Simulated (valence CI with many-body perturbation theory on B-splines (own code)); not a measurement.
**Ni²¹⁺: calculated level list**

Computed by valence CI with perturbative core correlation (CI+MBPT): five valence electrons over a frozen Dirac-Fock core [He], a basis of 11 s, 11 p, 10 d, 8 f, 5 g, 2 h functions for each j, with the one-electron correlation potential Σ1, the two-electron term Σ2, the three-electron term Σ3, Breit, model QED; selected CI, second order for the rest, scaled by the run's own slope (own B-spline code, finite nucleus).

No measured spectrum was set against this ion. As an estimate, levels of excited configurations hold to 0.05 to 0.15 % of their energy, terms of the ground configuration to about 0.5 %. Among the levels kept, up to 5500 cm⁻¹ of a level comes from second order outside the variational space, and about a tenth of that is noise between levels of different J, which matters for small intervals.

Levels 136 to 180 of 205, with energies above the lowest level, 2s2.2p3 4S°_3/2. "Leading %" is the weight of the configuration and term that name the level; weights of strongly mixed levels are sums over their largest components and can fall short, so below about 35 % the name and the second component can differ from the true leading terms, or belong to a minority configuration. In the jj column 3d3/2^4 stands for four electrons in 3d with j = 3/2.

| No. | Configuration | Term | J | E (eV) | Leading % | Leading jj | Second component |
| --- | --- | --- | --- | --- | --- | --- | --- |
| 136 | 2s.2p3.3p | 2P | 3/2 | 1235.4 | 51 | 2s 2p3/2^3 3p3/2 (47 %) | 35 % 2s.2p3.3p 2D |
| 137 | 2s.2p3.3d | 4G° | 5/2 | 1236.0 | 62 | 2s 2p1/2^2 2p3/2 3d3/2 (46 %) | 22 % 2s.2p3.3d 4F° |
| 138 | 2s.2p3.3d | 4F° | 7/2 | 1236.8 | 51 | 2s 2p1/2^2 2p3/2 3d5/2 (39 %) | 32 % 2s.2p3.3d 4G° |
| 139 | 2s.2p3.3d | 4G° | 9/2 | 1237.0 | 76 | 2s 2p1/2 2p3/2^2 3d5/2 (51 %) | 17 % 2s.2p3.3d 4F° |
| 140 | 2s.2p3.3d | 4D° | 1/2 | 1238.3 | 88 | 2s 2p1/2^2 2p3/2 3d3/2 (44 %) | 4 % 2s.2p3.3d 2P° |
| 141 | 2s.2p3.3d | 4D° | 3/2 | 1239.1 | 69 | 2s 2p1/2^2 2p3/2 3d3/2 (40 %) | 11 % 2s.2p3.3d 2P° |
| 142 | 2s.2p3.3p | 2S | 1/2 | 1239.8 | 56 | 2s 2p1/2 2p3/2^2 3p3/2 (57 %) | 14 % 2s.2p3.3p 2P |
| 143 | 2s.2p3.3d | 4F° | 9/2 | 1239.9 | 99 | 2s 2p1/2 2p3/2^2 3d5/2 (80 %) |  |
| 144 | 2s.2p3.3d | 2S° | 1/2 | 1240.7 | 52 | 2s 2p1/2^2 2p3/2 3d3/2 (47 %) | 37 % 2s.2p3.3d 4P° |
| 145 | 2s.2p3.3d | 4D° | 5/2 | 1241.1 | 53 | 2s 2p1/2 2p3/2^2 3d5/2 (44 %) | 39 % 2s.2p3.3d 4P° |
| 146 | 2s.2p3.3d | 4G° | 11/2 | 1241.2 | 100 | 2s 2p1/2 2p3/2^2 3d5/2 (100 %) |  |
| 147 | 2s.2p3.3s | 2P° | 3/2 | 1241.2 | 75 | 2s 2p3/2^3 3s (70 %) | 17 % 2s.2p3.3s 4S° |
| 148 | 2s.2p3.3s | 2P° | 1/2 | 1241.8 | 68 | 2s 2p3/2^3 3s (66 %) | 22 % 2s.2p3.3s 2S° |
| 149 | 2s.2p3.3d | 2G° | 7/2 | 1242.5 | 58 | 2s 2p1/2^2 2p3/2 3d5/2 (32 %) | 23 % 2s.2p3.3d 4D° |
| 150 | 2s.2p3.3p | 4P | 3/2 | 1243.3 | 55 | 2s 2p1/2 2p3/2^2 3p1/2 (58 %) | 23 % 2s.2p3.3p 2P |
| 151 | 2s.2p3.3p | 4P | 1/2 | 1243.9 | 46 | 2s 2p1/2 2p3/2^2 3p1/2 (57 %) | 37 % 2s.2p3.3p 2P |
| 152 | 2s.2p3.3d | 4D° | 7/2 | 1244.5 | 68 | 2s 2p1/2 2p3/2^2 3d5/2 (46 %) | 23 % 2s.2p3.3d 2G° |
| 153 | 2s.2p3.3d | 4P° | 3/2 | 1245.2 | 50 | 2s 2p1/2^2 2p3/2 3d5/2 (48 %) | 22 % 2s.2p3.3d 4S° |
| 154 | 2s.2p3.3d | 2G° | 9/2 | 1245.3 | 84 | 2s 2p1/2 2p3/2^2 3d3/2 (69 %) | 10 % 2s.2p3.3d 4G° |
| 155 | 2s.2p3.3d | 4P° | 5/2 | 1246.3 | 57 | 2s 2p1/2 2p3/2^2 3d3/2 (72 %) | 37 % 2s.2p3.3d 4D° |
| 156 | 2s.2p3.3d | 2D° | 5/2 | 1246.5 | 58 | 2s 2p1/2 2p3/2^2 3d5/2 (38 %) | 22 % 2s.2p3.3d 2F° |
| 157 | 2s.2p3.3d | 4P° | 1/2 | 1246.9 | 58 | 2s 2p1/2 2p3/2^2 3d5/2 (72 %) | 32 % 2s.2p3.3d 2S° |
| 158 | 2s.2p3.3p | 4P | 5/2 | 1247.0 | 72 | 2s 2p1/2 2p3/2^2 3p3/2 (64 %) | 15 % 2s.2p3.3p 2D |
| 159 | 2s.2p3.3d | 4P° | 3/2 | 1247.6 | 40 | 2s 2p1/2 2p3/2^2 3d3/2 (59 %) | 35 % 2s.2p3.3d 2P° |
| 160 | 2s.2p3.3d | 4S° | 3/2 | 1249.6 | 47 | 2s 2p1/2 2p3/2^2 3d5/2 (40 %) | 15 % 2s.2p3.3d 2P° |
| 161 | 2s.2p3.3d | 2P° | 1/2 | 1250.2 | 79 | 2s 2p1/2 2p3/2^2 3d5/2 (70 %) | 9 % 2s.2p3.3d 4D° |
| 162 | 2s.2p3.3p | 2P | 3/2 | 1250.2 | 58 | 2s 2p1/2 2p3/2^2 3p3/2 (44 %) | 26 % 2s.2p3.3p 4P |
| 163 | 2s.2p3.3p | 2P | 1/2 | 1250.5 | 44 | 2s 2p1/2 2p3/2^2 3p3/2 (40 %) | 30 % 2s.2p3.3p 4P |
| 164 | 2s.2p3.3p | 2F | 5/2 | 1252.1 | 76 | 2s 2p1/2 2p3/2^2 3p1/2 (38 %) | 19 % 2s.2p3.3p 2D |
| 165 | 2s.2p3.3d | 2D° | 3/2 | 1254.2 | 68 | 2s 2p1/2 2p3/2^2 3d5/2 (66 %) | 9 % 2s.2p3.3d 2P° |
| 166 | 2s.2p3.3p | 2F | 7/2 | 1254.5 | 88 | 2s 2p1/2 2p3/2^2 3p3/2 (62 %) | 11 % 2s.2p3.3p 4D |
| 167 | 2s.2p3.3d | 2F° | 7/2 | 1255.3 | 81 | 2s 2p1/2 2p3/2^2 3d5/2 (48 %) | 6 % 2s.2p3.3d 4D° |
| 168 | 2s.2p3.3d | 2F° | 5/2 | 1255.8 | 50 | 2s 2p1/2 2p3/2^2 3d5/2 (70 %) | 34 % 2s.2p3.3d 2D° |
| 169 | 2s.2p3.3p | 2D | 3/2 | 1257.4 | 81 | 2s 2p1/2 2p3/2^2 3p1/2 (33 %) | 11 % 2s.2p3.3p 2P |
| 170 | 2s.2p3.3d | 4F° | 3/2 | 1257.9 | 81 | 2s 2p1/2 2p3/2^2 3d3/2 (85 %) | 12 % 2s.2p3.3d 2D° |
| 171 | 2s.2p3.3d | 4F° | 5/2 | 1258.3 | 66 | 2s 2p1/2 2p3/2^2 3d5/2 (45 %) | 15 % 2s.2p3.3d 4D° |
| 172 | 2s.2p3.3p | 2D | 5/2 | 1258.8 | 86 | 2s 2p1/2 2p3/2^2 3p3/2 (51 %) | 9 % 2s.2p3.3p 4P |
| 173 | 2s.2p3.3d | 4F° | 7/2 | 1258.9 | 58 | 2s 2p1/2 2p3/2^2 3d5/2 (59 %) | 20 % 2s.2p3.3d 4D° |
| 174 | 2s.2p3.3d | 4F° | 9/2 | 1261.5 | 63 | 2s 2p3/2^3 3d5/2 (54 %) | 21 % 2s.2p3.3d 2G° |
| 175 | 2s.2p3.3p | 2P | 3/2 | 1261.6 | 56 | 2s 2p1/2 2p3/2^2 3p3/2 (46 %) | 36 % 2s.2p3.3p 2D |
| 176 | 2s.2p3.3d | 4P° | 5/2 | 1261.6 | 56 | 2s 2p1/2 2p3/2^2 3d5/2 (65 %) | 15 % 2s.2p3.3d 4D° |
| 177 | 2s.2p3.3d | 4D° | 1/2 | 1262.1 | 58 | 2s 2p1/2 2p3/2^2 3d3/2 (69 %) | 28 % 2s.2p3.3d 4P° |
| 178 | 2s.2p3.3d | 4D° | 3/2 | 1262.3 | 37 | 2s 2p1/2 2p3/2^2 3d5/2 (46 %) | 27 % 2s.2p3.3d 4P° |
| 179 | 2s.2p3.3p | 2P | 1/2 | 1263.9 | 83 | 2s 2p1/2 2p3/2^2 3p3/2 (57 %) | 10 % 2s.2p3.3p 2S |
| 180 | 2s.2p3.3d | 2D° | 3/2 | 1264.3 | 63 | 2s 2p3/2^3 3d5/2 (29 %) | 11 % 2s.2p3.3d 4P° |

Names give the largest LS component (configuration and term), which can be under half, so a name can repeat, a term be missing and a line seem to break the LS rules; names also repeat where a configuration has a term twice.

Where two levels of one J and parity lie close, their mixing, g and order are uncertain.
